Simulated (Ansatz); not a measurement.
Cost and result up the ladder for B(NHMe2)Cl3 (C₂H₇BCl₃N) (14 atoms). The state is a singlet with charge 0. Geometry: PBE-D4/def2-SVP.

```
atom    x (Å)    y (Å)    z (Å)
  B1  -0.1019   0.6175  -1.3827
  N2  -0.2340  -0.2900  -0.0049
  C3  -0.7910   0.4671   1.1504
  C4   1.0289  -0.9866   0.3668
  H5  -0.9260  -1.0068  -0.2833
  H6  -1.7561   0.9097   0.8492
  H7  -0.0835   1.2798   1.3963
  H8  -0.9194  -0.2072   2.0186
  H9   0.8598  -1.6315   1.2502
 H10   1.3695  -1.5831  -0.4969
 H11   1.7877  -0.2156   0.5935
Cl12  -1.8012   1.2519  -1.7281
Cl13   0.4486  -0.5536  -2.7001
Cl14   1.1186   1.9484  -1.0290
```

Ansatz; hardware A = 2 threads of AMD EPYC 7R13 on a shared host and a share (18 GiB) of an NVIDIA H100 80GB HBM3; B = 2 threads of AMD EPYC 7R13 on a shared host. Times are rough, and most runs start from the orbitals of an earlier one. ωB97M-V/def2-TZVP serves as the yardstick here, not as an exact answer. Differences are given only for rows in sets of like size (and for xTB, whose basis is part of the method), since another set adds its own error. Binding counts from free atoms at the same level (B doublet, N quartet, C triplet, H doublet, Cl doublet; other spins of the atoms weren't run), without zero-point energy or a counterpoise term.

Correlated methods freeze 19 core orbitals. The rows differ in basis, and correlated rows in double-zeta sets carry the largest basis error.

Correlated methods converge slowly with the basis, most of all in double-zeta sets.

```json
{"level": "MP2/def2-TZVP [A]", "functions": "277", "binding energy per atom (eV)": "3.74", "difference from ωB97M-V/def2-TZVP (eV)": "-0.08"}
{"level": "PBE0-D4/def2-TZVP [A]", "functions": "277", "binding energy per atom (eV)": "3.83", "difference from ωB97M-V/def2-TZVP (eV)": "0.01"}
{"level": "ωB97M-V/def2-TZVP [A]", "functions": "277", "binding energy per atom (eV)": "3.82", "difference from ωB97M-V/def2-TZVP (eV)": "0.00"}
{"level": "r2SCAN-D4/def2-TZVP (with forces) [A]", "functions": "277", "binding energy per atom (eV)": "3.82", "difference from ωB97M-V/def2-TZVP (eV)": "-0.01"}
{"level": "PBE-D4/def2-SVP [B]", "functions": "145", "binding energy per atom (eV)": "3.95", "difference from ωB97M-V/def2-TZVP (eV)": "–"}
{"level": "PBE-D4/def2-TZVPD [A]", "functions": "349", "binding energy per atom (eV)": "3.89", "difference from ωB97M-V/def2-TZVP (eV)": "0.07"}
{"level": "PBE0-D4/def2-SVP [B]", "functions": "145", "binding energy per atom (eV)": "3.89", "difference from ωB97M-V/def2-TZVP (eV)": "–"}
{"level": "CCSD(T)/def2-SVP [A]", "functions": "145", "binding energy per atom (eV)": "3.63", "difference from ωB97M-V/def2-TZVP (eV)": "–"}
{"level": "PBE-D4/def2-TZVP [A]", "functions": "277", "binding energy per atom (eV)": "3.89", "difference from ωB97M-V/def2-TZVP (eV)": "0.07"}
{"level": "BLYP-D4/def2-TZVP [A]", "functions": "277", "binding energy per atom (eV)": "3.78", "difference from ωB97M-V/def2-TZVP (eV)": "-0.05"}
{"level": "PBE0-D4/def2-TZVPD [A]", "functions": "349", "binding energy per atom (eV)": "3.83", "difference from ωB97M-V/def2-TZVP (eV)": "0.01"}
```

(1) Estimate how long each takes.

Answers

(1) PBE-D4/def2-SVP [B] 2.4 s; PBE0-D4/def2-SVP [B] 3.8 s; r2SCAN-D4/def2-TZVP (with forces) [A] 6 s; BLYP-D4/def2-TZVP [A] 6 s; PBE0-D4/def2-TZVP [A] 8.5 s; ωB97M-V/def2-TZVP [A] 8.5 s; PBE0-D4/def2-TZVPD [A] 9 s; PBE-D4/def2-TZVPD [A] 9.5 s; PBE-D4/def2-TZVP [A] 9.5 s; MP2/def2-TZVP [A] 11 s; CCSD(T)/def2-SVP [A] 12 s. On shared hardware such times vary by a factor of up to 3.
